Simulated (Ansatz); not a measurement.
A nudged elastic band was laid between two geometries of CH$_{4}$BClO (8 atoms, charge 0, multiplicity 1).

The calculation used Ansatz, RHF/def2-SVP.

```yaml
movable_images: 7
climbing_image: yes
spring: 5.0 eV/Å²
optimiser: quadratic models (default)
start_path: IDPP
force_threshold: 0.05 eV/Å
iteration_limit: 60
end_points: relaxed
```

Image 0:

```xyz
8
Properties=species:S:1:pos:R:3
C -0.231 1.003 0.133
B 0.124 -0.493 -0.178
O 0.345 -1.385 0.792
Cl 0.247 -1.051 -1.887
H -1.178 1.278 -0.336
H 0.530 1.665 -0.289
H -0.300 1.185 1.206
H 0.555 -2.260 0.504
```

Image 8:

```xyz
8
Properties=species:S:1:pos:R:3
C -0.298 0.973 0.199
B 0.067 -0.519 -0.124
O 1.331 -0.951 -0.137
Cl -1.240 -1.704 -0.489
H -0.856 1.417 -0.629
H 0.592 1.573 0.388
H -0.950 1.021 1.075
H 1.448 -1.867 -0.340
```

Task: Which bonds break or form, and what moves?

Result: No bond is made or broken. The dihedral H7–C1–B2–Cl4 goes from 178 to 59°. The two ends are copies of one structure, up to a mirror image or an exchange of like atoms.

Task: Give the energies along the band, and the barrier.

Result: The forces met the threshold. The highest image is number 4 of 0 to 8, 0.018 eV above the ends, which have the same energy within 2 meV. A vibrational analysis at the climbing image gives one clearly imaginary mode, 90i cm⁻¹: a first-order saddle point.

| image | path coordinate (Å) | energy (eV) | dihedral H7–C1–B2–Cl4 (°) |
| --- | --- | --- | --- |
| 0 | 0.00 | 0.000 | 178 |
| 1 | 0.34 | 0.003 | 166 |
| 2 | 0.69 | 0.008 | 152 |
| 3 | 1.03 | 0.015 | 138 |
| 4 | 1.38 | 0.018 | 122 |
| 5 | 1.74 | 0.015 | 106 |
| 6 | 2.10 | 0.008 | 90 |
| 7 | 2.45 | 0.002 | 74 |
| 8 | 2.81 | 0.000 | 59 |

Task: What is the geometry of the highest image?

Result: 
```xyz
8
Properties=species:S:1:pos:R:3
C -0.310 0.981 0.140
B 0.067 -0.509 -0.184
O 1.052 -1.119 0.484
Cl -0.800 -1.445 -1.453
H -1.131 1.367 -0.462
H 0.567 1.617 -0.012
H -0.577 1.065 1.197
H 1.223 -2.014 0.235
```

Time of the run: 73 s on 1 thread of Intel(R) Xeon(R) Platinum 8259CL CPU @ 2.50GHz (Skylake/Cascade Lake), with other jobs on the host, peak memory 0.17 GiB.
